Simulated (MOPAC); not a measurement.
Input file for MOPAC: PM3 on CH6Ge (SMILES [CH3][GeH3]), a point of a torsion scan.

```
PM3 1SCF PRECISE CHARGE=0 THREADS=1
CH6Ge

C     -1.04318455 1    -0.07823779 1     0.01884875 1
Ge     0.91782163 1     0.07093369 1    -0.02554611 1
H     -1.46115552 1     0.53914632 1     0.80941525 1
H     -1.34990456 1    -1.10535846 1     0.19713109 1
H     -1.47789129 1     0.24330322 1    -0.92374399 1
H      1.57999348 1    -1.25055259 1     0.19361882 1
H      1.42799237 1     0.99696048 1     1.03040484 1
H      1.40505327 1     0.59260464 1    -1.33827642 1
```

Output:

```
*******************************************************************************
 **                                                                           **
 **                              MOPAC v23.2.5                                **
 **                                                                           **
 *******************************************************************************
 ** MOPAC's Digital Object Identifier: https://doi.org/10.5281/zenodo.6511958 **
 **                                                                           **
 ** Please cite the open-source release paper for use of this MOPAC version:  **
 ** J. E. Moussa and J. J. P. Stewart (2026)                                  **
 ** MOPAC: An open-source semiempirical molecular orbital program             **
 ** J. Open Source Softw., 11(119), 8025, https://doi.org/10.21105/joss.08025 **
 *******************************************************************************

                              PM3 CALCULATION RESULTS

 *******************************************************************************
 *  PM3        - The PM3 Hamiltonian to be used
 *
 *
 *
 *                 CHARGE ON SYSTEM = 0
 *
 *
 *
 *  PRECISE    - TIGHTER CRITERIA TO BE USED
 *  1SCF       - DO 1 SCF AND THEN STOP
 *  THREADS=1  - MULTI-THREADING NOT USED
 *  T=         - A TIME OF 172800.0 SECONDS REQUESTED
 *  DUMP=N     - RESTART FILE WRITTEN EVERY 7200.0 SECONDS REQUESTED
 *******************************************************************************
PM3 1SCF PRECISE CHARGE=0 THREADS=1
 CH6Ge

   ATOM   CHEMICAL          X               Y               Z
  NUMBER   SYMBOL      (ANGSTROMS)     (ANGSTROMS)     (ANGSTROMS)

     1       C         -1.04318455  *  -0.07823779  *   0.01884875  *
     2      Ge          0.91782163  *   0.07093369  *  -0.02554611  *
     3       H         -1.46115552  *   0.53914632  *   0.80941525  *
     4       H         -1.34990456  *  -1.10535846  *   0.19713109  *
     5       H         -1.47789129  *   0.24330322  *  -0.92374399  *
     6       H          1.57999348  *  -1.25055259  *   0.19361882  *
     7       H          1.42799237  *   0.99696048  *   1.03040484  *
     8       H          1.40505327  *   0.59260464  *  -1.33827642  *



          CARTESIAN COORDINATES

    NO.       ATOM           X           Y           Z

     1         C         -1.0432     -0.0782      0.0188
     2        Ge          0.9178      0.0709     -0.0255
     3         H         -1.4612      0.5391      0.8094
     4         H         -1.3499     -1.1054      0.1971
     5         H         -1.4779      0.2433     -0.9237
     6         H          1.5800     -1.2506      0.1936
     7         H          1.4280      0.9970      1.0304
     8         H          1.4051      0.5926     -1.3383

  H: (PM3): J. J. P. STEWART, J. COMP. CHEM. 10, 209 (1989).
  C: (PM3): J. J. P. STEWART, J. COMP. CHEM. 10, 209 (1989).
 Ge: (PM3): J. J. P. STEWART, J. COMP. CHEM. 12, 320-341 (1991).

           Empirical Formula: C H6 Ge  =     8 atoms



      MOLECULAR POINT GROUP   :   C3v


      RHF CALCULATION, NO. OF DOUBLY OCCUPIED LEVELS = 7


 -------------------------------------------------------------------------------
 PM3 1SCF PRECISE CHARGE=0 THREADS=1
 CH6Ge



     1SCF WAS SPECIFIED, SO BFGS WAS NOT USED
     SCF FIELD WAS ACHIEVED


                              PM3 CALCULATION
                                                       MOPAC v23.2.5 Linux




          FINAL HEAT OF FORMATION =         16.92327 KCAL/MOL =      70.80697 KJ/MOL


          COSMO AREA              =         97.20 SQUARE ANGSTROMS
          COSMO VOLUME            =         84.13 CUBIC ANGSTROMS

          IONIZATION POTENTIAL    =         11.679491 EV
          HOMO LUMO ENERGIES (EV) =        -11.679  0.253
          NO. OF FILLED LEVELS    =          7
          MOLECULAR WEIGHT        =         90.6484         POINT GROUP:  C3v

          MOLECULAR DIMENSIONS (Angstroms)

            Atom       Atom       Distance
            H     7    H     5     3.58202
            H     3    H     8     3.38731
            H     5    H     6     2.07685


          SCF CALCULATIONS        =          1





   ATOM   CHEMICAL          X               Y               Z
  NUMBER   SYMBOL      (ANGSTROMS)     (ANGSTROMS)     (ANGSTROMS)

     1       C         -1.04318455  *  -0.07823779  *   0.01884875  *
     2      Ge          0.91782163  *   0.07093369  *  -0.02554611  *
     3       H         -1.46115552  *   0.53914632  *   0.80941525  *
     4       H         -1.34990456  *  -1.10535846  *   0.19713109  *
     5       H         -1.47789129  *   0.24330322  *  -0.92374399  *
     6       H          1.57999348  *  -1.25055259  *   0.19361882  *
     7       H          1.42799237  *   0.99696048  *   1.03040484  *
     8       H          1.40505327  *   0.59260464  *  -1.33827642  *

                             CARTESIAN COORDINATES

   1    C       -1.043184550    -0.078237790     0.018848750
   2   Ge        0.917821630     0.070933690    -0.025546110
   3    H       -1.461155520     0.539146320     0.809415250
   4    H       -1.349904560    -1.105358460     0.197131090
   5    H       -1.477891290     0.243303220    -0.923743990
   6    H        1.579993480    -1.250552590     0.193618820
   7    H        1.427992370     0.996960480     1.030404840
   8    H        1.405053270     0.592604640    -1.338276420


           Empirical Formula: C H6 Ge  =     8 atoms



      MOLECULAR POINT GROUP   :   C3v


                  EIGENVALUES
 -28.85471 -15.63056 -14.23573 -14.23571 -11.68847 -11.68842 -11.67949   0.25273
   0.51318   0.51322   3.68486   4.43647   4.49905   4.49908


              NET ATOMIC CHARGES AND DIPOLE CONTRIBUTIONS

  ATOM NO.   TYPE          CHARGE      No. of ELECS.   s-Pop       p-Pop
    1          C          -0.235632        4.2356     1.16060     3.07503
    2         Ge           0.296481        3.7035     0.67206     3.03146
    3          H           0.053601        0.9464     0.94640
    4          H           0.053601        0.9464     0.94640
    5          H           0.053602        0.9464     0.94640
    6          H          -0.073883        1.0739     1.07388
    7          H          -0.073884        1.0739     1.07388
    8          H          -0.073886        1.0739     1.07389
 DIPOLE           X         Y         Z       TOTAL
 POINT-CHG.    -0.183    -0.014     0.004     0.183
 HYBRID        -0.123    -0.009     0.003     0.123
 SUM           -0.305    -0.023     0.007     0.306


          ATOMIC ORBITAL ELECTRON POPULATIONS

     Atom    s        px        py        pz
    1  C   1.16060   1.00702   1.03393   1.03408
    2 Ge   0.67206   0.97394   1.02861   1.02890
    3  H   0.94640
    4  H   0.94640
    5  H   0.94640
    6  H   1.07388
    7  H   1.07388
    8  H   1.07389

 **********************
 *                    *
 * JOB ENDED NORMALLY *
 *                    *
 **********************




 == MOPAC DONE ==
```

The run finished.

Cost: roughly 0.010 core-seconds.
